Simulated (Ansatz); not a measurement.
Ansatz (a first-principles code) input (X2C-CCSD(T)/cc-pVTZ-DK):

Ansatz 0.2 input:
```yaml
crystal:
  periodic: [false, false, false]
  atoms:
    - {symbol: B, position_ang: [-0.23786288, 0.00343873, 0.81000921]}
    - {symbol: B, position_ang: [0.20188960, -0.00291868, -0.68750716]}
    - {symbol: H, position_ang: [-0.56932867, 0.00823067, 1.93877017]}
    - {symbol: H, position_ang: [0.33858303, 1.02002683, -1.29056935]}
    - {symbol: H, position_ang: [0.41061205, -1.03085779, -1.26071108]}
basis:
  gaussian:
    orbitals: cc-pVTZ-DK
magnetization: {spin_polarized: true, initial_magnetization: 1}
correlation: {method: ccsd_t, electrons: outside_noble_gas}
```

End of the output:

```
integrals: 0.18 GiB planned
577 factors; integrals over basis functions are off by at most 1.2e-3 eV
mean field: 0.17 GiB planned
mean field evaluation 1: about -1387.6880 eV, gradient 1.2e1 eV
mean field evaluation 2: about -1387.6895 eV, gradient 1.2e1 eV
mean field evaluation 4: about -1389.0282 eV, gradient 1.4e0 eV
mean field evaluation 8: about -1389.1018 eV, gradient 7.4e-2 eV
mean field evaluation 16: about -1389.0761 eV, gradient 7.3e-1 eV
mean field evaluation 32: about -1387.4646 eV, gradient 2.6e-4 eV
mean field -1389.10189867 eV, -51.0485532090 hartree, gradient 1.1e-6 eV, S^2 0.758266; 1 other end points of the search recorded, 0 dependent functions left out
determinant -1389.10189867 eV, -51.0485532090 hartree, with singles and doubles -1395.01851323 eV, -51.2659847836 hartree
determinant -1387.46461969 eV, -50.9883843163 hartree, with singles and doubles -1393.24347940 eV, -51.2007534936 hartree
2 core orbitals not correlated
reference -1389.10189867 eV, -51.0485532090 hartree; 5, 4 occupied and 95, 96 virtual orbitals, 577 factors
second order -4.90435222 eV of doubles, -0.00000000 eV of singles
coupled cluster: 0.48 GiB planned
cycle   1  -5.76560511 eV  change   -4.9e-1 eV  update   2.0e-2
cycle   2  -5.77507723 eV  change   -9.5e-3 eV  update   5.4e-3
cycle   3  -5.77762735 eV  change   -2.6e-3 eV  update   2.3e-3
cycle   4  -5.77876486 eV  change   -1.1e-3 eV  update   9.5e-4
cycle   5  -5.77903866 eV  change   -2.7e-4 eV  update   4.4e-4
cycle   6  -5.77916010 eV  change   -1.2e-4 eV  update   1.4e-4
cycle   7  -5.77919920 eV  change   -3.9e-5 eV  update   3.9e-5
cycle   8  -5.77920435 eV  change   -5.1e-6 eV  update   1.3e-5
cycle   9  -5.77920079 eV  change    3.6e-6 eV  update   4.7e-6
perturbative correction -0.18554771 eV, -0.0068187525 hartree
Total energy: -1395.06664717 eV, -51.2677536734 hartree
Relativity: scalar
```

It need not be the lowest isomer of its formula.
